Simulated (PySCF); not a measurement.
C3H9Si, SMILES C[Si](C)C, multiplicity 2.

Geometry: PBE-D3(BJ)/def2-SVP. The isomer is the one that the SMILES or the coordinates give; other isomers of the formula were not compared.

Calculation: PySCF with PBE-D3(BJ)/def2-SVP.

Frequencies are harmonic and unscaled.

Modes within 1.5 cm⁻¹ of each other (mostly degenerate sets) share a row, with their intensities summed.

```
mode   ν (cm⁻¹)  IR (km/mol)  moving atoms (share of kinetic energy)
-----  --------  -----------  --------------------------------------
1           135          0.0                                 H 100 %
2–3         146          0.0                                  H 97 %
4–5         192          1.1                 C 49 %, H 39 %, Si 12 %
6           211          0.2                 Si 38 %, H 37 %, C 25 %
7           586          0.5                 C 69 %, H 21 %, Si 10 %
8–9         653          8.8                          H 72 %, C 23 %
10          656          0.0                          H 85 %, C 15 %
11–12       696         31.6                 H 39 %, C 37 %, Si 24 %
13–14       828        146.9                 H 62 %, C 23 %, Si 15 %
15          832         58.4                 H 64 %, C 22 %, Si 13 %
16–17      1198         29.0                          H 79 %, C 21 %
18         1210          3.1                          H 82 %, C 18 %
19         1366          0.0                                  H 95 %
20–21      1375          2.5                                  H 95 %
22–23      1380         16.6                                  H 96 %
24         1394          9.0                                  H 96 %
25–27      2954         26.2                                  H 97 %
28–30      3049         16.4                           H 91 %, C 9 %
31–33      3078         12.8                           H 91 %, C 9 %
```
